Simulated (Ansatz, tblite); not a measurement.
Breaking a bond: AlH, singlet.

Computed with: GFN2-xTB, 300 K electronic temperature (tblite); FCI = full CI/cc-pVQZ, frozen core (Ansatz, a quantum-chemistry and plane-wave program).

Energies relative to the lowest point of each curve near equilibrium, in eV; the last columns give the difference from FCI:

```csv
R / Å,GFN2-xTB,FCI,GFN2-xTB − FCI
1.23,1.470,1.725,-0.255
1.34,0.557,0.788,-0.231
1.40,0.293,0.468,-0.175
1.49,0.079,0.169,-0.090
1.58,0.003,0.029,-0.027
1.59,0.000,0.021,-0.021
1.66,0.006,0.000,0.006
1.70,0.025,0.010,0.015
1.79,0.098,0.080,0.019
1.84,0.152,0.139,0.013
1.91,0.236,0.241,-0.005
2.04,0.419,0.468,-0.048
2.23,0.746,0.840,-0.093
2.52,1.310,1.408,-0.097
2.74,1.765,1.798,-0.032
2.93,2.161,2.094,0.068
3.33,2.946,2.579,0.367
3.67,3.487,2.846,0.641
4.08,3.918,3.026,0.892
4.42,—,3.099,—
4.99,—,3.148,—
5.84,—,3.164,—
6.65,—,3.167,—
```

GFN2-xTB is furthest from FCI at 4.08 (0.892 eV, above); its mean absolute difference over the points is 0.163 eV.

A dash means that the run gave no value there, or that the column was ended at a point which the program doubted or which failed a test of continuity chosen for this set; such a test can also cut sound points.
